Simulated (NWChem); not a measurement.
[SiH2](CF)C#C (C3H5FSi), optimised at PBE0/def2-SVP with NWChem:

```
Item                               Value
---------------------------------  -----
highest occupied level (eV)        -8.09
orbital gap (eV)                    7.97
dipole (D)                          1.39
highest harmonic frequency (cm⁻¹)   3474
zero-point energy (kcal/mol)        41.6
```

All stand in one matching conformer (torsions within 35°), which need not be the lowest.

Q: One C atom is replaced by Si, giving F[SiH2][SiH2]C#C (C₂H₅FSi₂), optimised at the same level. How do these values move?

A: 
| quantity | new value | change |
|---|---|---|
| highest occupied level (eV) | -7.90 | +0.19 |
| orbital gap (eV) | 7.29 | -0.68 |
| dipole (D) | 1.29 | -0.10 |
| highest harmonic frequency (cm⁻¹) | 3473 | -1 |
| zero-point energy (kcal/mol) | 35.5 | -6.1 |
